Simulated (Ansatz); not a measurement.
Calculated with Ansatz (gas phase, PBE0-D4/def2-TZVP geometries, no zero-point term in ΔE). CCSD(T)/CBS adds triple-zeta CCSD(T) − MP2 to the extrapolated MP2 energy (def2 sets, frozen cores). Functionals use def2-TZVPP. Each species was taken in one conformer, which may not be the lowest.

Consider the cleavage of the Al–Si bond: `BOB[SiH2][AlH2]` + `N[SiH2]S` → `N[SiH2][S][AlH2]` + `BOB[SiH3]`.

```tsv
level	ΔE (kJ/mol)	difference from CCSD(T)/CBS
PBE-D4	-86.6	28.9
r2SCAN-D4	-102.6	12.9
B97M-V	-103.6	11.9
r2SCANh-D4	-105.6	9.9
ωB97X-V	-112.5	3.0
PBE-QIDH	-114.0	1.5
PBE	-84.2	31.3
revPBE	-83.3	32.2
r2SCANh	-105.2	10.3
BHLYP	-114.3	1.2
CAM-B3LYP	-107.1	8.4
LC-ωPBE	-105.3	10.2
HF/def2-SVP	-127.7	-12.2
MP2/def2-SVP	-122.4	-6.9
HF/def2-TZVPP	-129.8	-14.3
MP2/CBS(def2)	-127.2	-11.7
CCSD(T)/CBS	-115.5	0
```

(1) What do rigid-rotor, harmonic-oscillator terms from PBE0-D4/def2-TZVP frequencies (298.15 K, 1 bar) make of the CCSD(T)/CBS value? (An estimate is asked.)

Largest T1 diagnostic among the species: 0.017.

## Answers

(1) Ansatz gave: ΔZPE = +3.0 kJ/mol, ΔH = -114.6 kJ/mol, ΔS = -23 J/(mol·K), ΔG = -107.6 kJ/mol. Modes under 50 cm⁻¹ make the entropy rough.

From r2SCAN to r2SCAN0 (25 % exact exchange), in def2-TZVPP and without D4, ΔE moves by −7.0 kJ/mol. Leaving LDA and LC-ωPBE aside and taking each functional with its dispersion term where it has one, the values, not all of them listed here, spread over 31.1 kJ/mol, from BHLYP-D4 to PBE-D4.
